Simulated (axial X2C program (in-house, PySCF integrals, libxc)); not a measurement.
## MgTa at several levels of theory

Computed with an in-house relativistic program for diatomic molecules. Spin-free means the one-electron spin-free X2C Hamiltonian; two-component (2c) means X2C with spin–orbit coupling and atomic mean-field two-electron Coulomb and Gaunt terms, so the difference of the two also holds small scalar two-electron terms. Basis: Ta dyall-cv3z [13s14p9d7f4g], Mg dyall-cv3z [9s8p6d3f] (cores contracted in-house); Gaussian nuclei, density fitting, unrestricted open shells. Masses: Ta 180.948 u, Mg 23.985 u.

Input file and command:
```json
{
 "zs": [
  73,
  12
 ],
 "q": 0,
 "bas": [
  "dyall-cv3z",
  "dyall-cv3z"
 ],
 "levels": [
  "PBE0",
  "HF",
  "r2SCAN"
 ],
 "cc": true,
 "r0": 2.85,
 "thr": -1.0,
 "nmax": 90,
 "npts": 10,
 "nst": 2,
 "ntry": 6
}
```
```bash
python so2c.py task.json out
```

Keys: zs atomic numbers; q charge; bas basis sets; levels methods; cc coupled cluster on or off; r0 starting distance in Å; thr threshold in hartree for freezing inner shells (an s shell follows its p shell); nmax most natural virtual spinors; npts points on the curve; nst determinants followed; ntry starts of the search. HF also brings MP2.

State, spin-free: M_S = 5/2, Λ = 2 (beyond evenly filled blocks: 2 × σα, π+α, π-α, δ+α); electrons by block: σα: 18, σβ: 16, π+α: 9, π+β: 8, π-α: 9, π-β: 8, δ+α: 4, δ+β: 3, δ-α: 3, δ-β: 3, φ+α: 1, φ+β: 1, φ-α: 1, φ-β: 1. Fragments: Ta + Mg.

State, 2c: Ω = 1/2 (⟨Sz⟩ = 2.46, ⟨Lz⟩ = -1.96 at PBE0); electrons by block: 1/2: 26, -1/2: 25, 3/2: 12, -3/2: 12, 5/2: 4, -5/2: 4, 7/2: 1, -7/2: 1. Fragments: Ta + Mg.

```json
{"Hamiltonian": "spin-free", "level": "PBE0", "Re (Å)": "2.786", "ωe (cm⁻¹)": "217.0", "ωexe (cm⁻¹)": "1.29", "Be (cm⁻¹)": "0.1025", "αe (cm⁻¹)": "0.000719", "μ (D)": "-0.43"}
{"Hamiltonian": "spin-free", "level": "HF", "Re (Å)": "3.063", "ωe (cm⁻¹)": "129.6", "ωexe (cm⁻¹)": "1.96", "Be (cm⁻¹)": "0.08486", "αe (cm⁻¹)": "0.00108", "μ (D)": "-1.22"}
{"Hamiltonian": "spin-free", "level": "CCSD", "Re (Å)": "2.794", "ωe (cm⁻¹)": "220.8", "ωexe (cm⁻¹)": "1.58", "Be (cm⁻¹)": "0.102", "αe (cm⁻¹)": "0.00085", "μ (D)": "n/a"}
{"Hamiltonian": "spin-free", "level": "CCSD(T)", "Re (Å)": "2.773", "ωe (cm⁻¹)": "236.8", "ωexe (cm⁻¹)": "1.54", "Be (cm⁻¹)": "0.1035", "αe (cm⁻¹)": "0.000786", "μ (D)": "n/a"}
{"Hamiltonian": "spin-free", "level": "r2SCAN", "Re (Å)": "2.800", "ωe (cm⁻¹)": "216.5", "ωexe (cm⁻¹)": "1.29", "Be (cm⁻¹)": "0.1015", "αe (cm⁻¹)": "0.000694", "μ (D)": "-0.52"}
{"Hamiltonian": "2c", "level": "PBE0", "Re (Å)": "2.784", "ωe (cm⁻¹)": "217.4", "ωexe (cm⁻¹)": "1.28", "Be (cm⁻¹)": "0.1027", "αe (cm⁻¹)": "0.000716", "μ (D)": "-0.43"}
{"Hamiltonian": "2c", "level": "HF", "Re (Å)": "3.056", "ωe (cm⁻¹)": "131.6", "ωexe (cm⁻¹)": "1.94", "Be (cm⁻¹)": "0.08526", "αe (cm⁻¹)": "0.00104", "μ (D)": "-1.27"}
{"Hamiltonian": "2c", "level": "r2SCAN", "Re (Å)": "2.797", "ωe (cm⁻¹)": "217.1", "ωexe (cm⁻¹)": "1.29", "Be (cm⁻¹)": "0.1017", "αe (cm⁻¹)": "0.000691", "μ (D)": "-0.53"}
```

Correlated methods: 7 electrons correlated (number of frozen shells: Ta 5 s, 4 p, 2 d, 1 f; Mg 2 s, 1 p), 361 virtual spin orbitals or spinors in MP2, 90 natural virtuals in coupled cluster.

Dipoles are positive if Mg is the positive end.

One determinant describes the state; a PBE0 search over occupations chose it and may have missed a lower one. De is not given where an atomic determinant may have missed its ground term or J level, or where the truncated virtual space spoils (T). Density functionals use the spin component along the axis (collinear). CCSD and (T) use frozen natural virtuals with an MP2 correction for the truncation; (T) itself is uncorrected, so its De runs slightly low. PBE0 can misorder states that lie within some tenths of an eV, so this need not be the ground state of the molecule. The nearest other spin-free determinant of the search, M_S = 3/2, Λ = 2, lies 0.005 eV up at the distance of the search. The functionals have no current-density term, which raises determinants with orbital currents, atoms included. The spin of this state cannot come from the lowest atoms; the curve heads to a higher limit, and no De is given. With several unpaired electrons one determinant need not be a pure state. The outer-core s and p shells of the metal are frozen in the correlated rows, which leaves out core–valence correlation; for alkali and alkaline-earth bonds that tends to lengthen them. At some level and bond length an empty orbital lies below a filled one. Some points did not converge and are left out. The determinant is spin-polarised beyond a pure state at some levels (its spin-free form has ⟨S²⟩ too high), which makes Re and μ there less reliable. The T1 diagnostic is large, a sign of multireference character. With the outer-core shells frozen, correlated bond lengths of heavy atoms tend to come out a few hundredths of an ångström too long.

No reliable constants came from CCSD (2c), CCSD(T) (2c), MP2 (2c), MP2 (spin-free): no minimum in range, unconverged points, a curve that is not smooth, a change of character along it, or the two Hamiltonians disagreeing along it.

Rough cost a point (2c) on 1 thread(s) of a shared host, integrals apart: PBE0 1.7 s, HF 3 s, r2SCAN 1.1 s.

The whole task took 4.1 min on 1 thread of Arm Neoverse V1, on a shared host.
